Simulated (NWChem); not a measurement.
System: AgF; SMILES [F][Ag]

```xyz
2

Ag     0.0000     0.0000    -0.3192
F      0.0000     0.0000     1.6667
```
Atoms are numbered in this order, from 1.

All runs: NWChem. Structure relaxed at the PBE0-D3(BJ)/def2-TZVP level. def2 effective core potentials on Ag; no spin-orbit coupling. Total energies compare along this basis series because the functional is fixed.

```
level           basis functions  energy (Ha)  highest occupied level (eV)  orbital gap (eV)  dipole (D)
--------------  ---------------  -----------  ---------------------------  ----------------  ----------
PBE/def2-SVP                 45    -246.6159                        -6.21              2.19        4.56
PBE/def2-SVPD                57    -246.6337                        -6.61              2.39        5.38
PBE/def2-TZVP                71    -246.7825                        -6.52              2.33        5.11
PBE/def2-TZVPD               80    -246.7856                        -6.61              2.39         [?]
PBE/def2-TZVPP               87    -246.7843                        -6.54              2.38        5.03
PBE/def2-QZVP               129    -246.7945                        -6.62              2.44        5.04
```

Some entries are withheld; supply them.


- PBE/def2-TZVPD, dipole (D): 5.22
